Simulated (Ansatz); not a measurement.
Input file for Ansatz (a quantum-chemistry and plane-wave program): U-CCSD(T)/def2-SVP on H2IIn (SMILES [InH2][I]), a point of a bond scan (R = 3.240 Å). Elements past Kr take the def2 small-core potentials; no spin–orbit coupling. The run froze 18 orbitals, filled d shells among them.

Ansatz 0.2 input:
```yaml
crystal:
  periodic: [false, false, false]
  atoms:
    - {symbol: In, position_ang: [-0.72638877, -1.13552285, 0.19955666]}
    - {symbol: H, position_ang: [-0.06961712, -2.17409956, 1.39445122]}
    - {symbol: H, position_ang: [-2.11914691, -1.24747254, -0.79314453]}
    - {symbol: I, position_ang: [1.00071505, 1.56436173, -0.27492075]}
basis:
  gaussian:
    orbitals: def2-SVP
correlation: {method: ccsd_t, electrons: outside_noble_gas}
scf: {omitted_lower_state_checks: [cluster_reference]}
magnetization: {spin_polarized: true, initial_magnetization: 0}
```

Output:

```
WARN ansatz: RAYON_NUM_THREADS=1 ignored (pool sized by the plan → 1); use --threads N
Functional definition: HF
these checks for a lower state are left out or cut short: cluster_reference
integrals: 0.06 GiB planned
775 factors; integrals over basis functions are off by at most 4.0e-4 eV
mean field: 0.28 GiB planned
mean field evaluation 1: about -13251.6384 eV, gradient 1.0e1 eV
mean field evaluation 2: about -13251.6609 eV, gradient 1.0e1 eV
mean field evaluation 4: about -13252.8226 eV, gradient 9.3e-1 eV
mean field evaluation 8: about -13252.8397 eV, gradient 3.2e-3 eV
mean field evaluation 16: about -13252.8384 eV, gradient 1.9e-1 eV
mean field -13252.83968936 eV, -487.0328754866 hartree, gradient 1.1e-6 eV, S^2 0.000000; 2 other end points of the search recorded, 0 dependent functions left out
18 core orbitals not correlated
reference -13252.83968936 eV, -487.0328754866 hartree; 6, 6 occupied and 38, 38 virtual orbitals, 775 factors
second order -4.22471721 eV of doubles, -0.00000000 eV of singles
coupled cluster: 0.14 GiB planned
cycle   1  -4.72329831 eV  change   -5.0e-1 eV  update   6.7e-2
cycle   2  -4.90411858 eV  change   -1.8e-1 eV  update   2.5e-2
cycle   3  -4.93885758 eV  change   -3.5e-2 eV  update   1.2e-2
cycle   4  -4.93630472 eV  change    2.6e-3 eV  update   3.8e-3
cycle   5  -4.93537309 eV  change    9.3e-4 eV  update   1.3e-3
cycle   6  -4.93527938 eV  change    9.4e-5 eV  update   4.8e-4
cycle   7  -4.93524612 eV  change    3.3e-5 eV  update   1.7e-4
cycle   8  -4.93526609 eV  change   -2.0e-5 eV  update   7.1e-5
cycle   9  -4.93526953 eV  change   -3.4e-6 eV  update   2.8e-5
cycle  10  -4.93526255 eV  change    7.0e-6 eV  update   8.8e-6
perturbative correction -0.10344505 eV, -0.0038015354 hartree
Total energy: -13257.87839696 eV, -487.2180445755 hartree
Checks for a lower state left out: cluster_reference
```

Self-consistency was reached.

Cost: about 6 core-seconds (a rough figure).
